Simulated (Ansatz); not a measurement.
C$_{3}$H$_{9}$ClGe, septet, at the geometry of the source list (a higher spin typed on purpose: for a closed-shell molecule this is an excited state); R2SCAN/def2-SVP (Ansatz, a first-principles code).

Input for Ansatz:
Ansatz 0.2 input:
```yaml
crystal:
  periodic: [false, false, false]
  atoms:
    - {symbol: C, position_ang: [-0.63770000, 1.73120000, -0.50780000]}
    - {symbol: Ge, position_ang: [0.07060000, 0.09860000, 0.38840000]}
    - {symbol: C, position_ang: [1.81600000, -0.47630000, -0.38290000]}
    - {symbol: C, position_ang: [-1.26750000, -1.37950000, 0.42100000]}
    - {symbol: Cl, position_ang: [0.45160000, 0.63420000, 2.41850000]}
    - {symbol: H, position_ang: [-0.88430000, 1.51970000, -1.54390000]}
    - {symbol: H, position_ang: [-1.53250000, 2.08600000, -0.00510000]}
    - {symbol: H, position_ang: [0.10360000, 2.52580000, -0.48610000]}
    - {symbol: H, position_ang: [2.33200000, -1.14140000, 0.30380000]}
    - {symbol: H, position_ang: [1.66520000, -1.00010000, -1.32210000]}
    - {symbol: H, position_ang: [2.45250000, 0.38460000, -0.56690000]}
    - {symbol: H, position_ang: [-1.77340000, -1.45450000, -0.53710000]}
    - {symbol: H, position_ang: [-2.01310000, -1.19970000, 1.19020000]}
    - {symbol: H, position_ang: [-0.78300000, -2.32860000, 0.63000000]}
basis:
  gaussian:
    orbitals: def2-SVP
hamiltonian:
  xc: r2scan
magnetization: {spin_polarized: true, initial_magnetization: 6}
```

What the program printed (banner, timings and long lists left out):

```
Functional definition: r2SCAN
1542 factors; their error is unknown
mean field evaluation 1: about -72215.8668 eV, gradient 7.5e1 eV
mean field evaluation 2: about -71796.2252 eV, gradient 2.7e2 eV
mean field evaluation 4: about -72244.2828 eV, gradient 4.1e1 eV
mean field evaluation 8: about -72260.9652 eV, gradient 4.8e0 eV
mean field evaluation 16: about -72261.0755 eV, gradient 1.4e-1 eV
mean field evaluation 32: about -72261.0785 eV, gradient 1.7e-5 eV
mean field evaluation 64: about -72261.0573 eV, gradient 1.0e-1 eV
mean field evaluation 96: about -72258.8390 eV, gradient 3.3e0 eV
mean field evaluation 128: about -72261.0419 eV, gradient 8.3e-1 eV
mean field -72261.07853750 eV, -2655.5456559348 hartree, gradient 5.4e-6 eV, S^2 12.012592; 10 other end points of the search recorded, 0 dependent functions left out
reference -72261.07855196 eV, -2655.5456564662 hartree; 41, 35 occupied and 96, 102 virtual orbitals, 1542 factors
Total energy: -72261.07855196 eV, -2655.5456564662 hartree
```
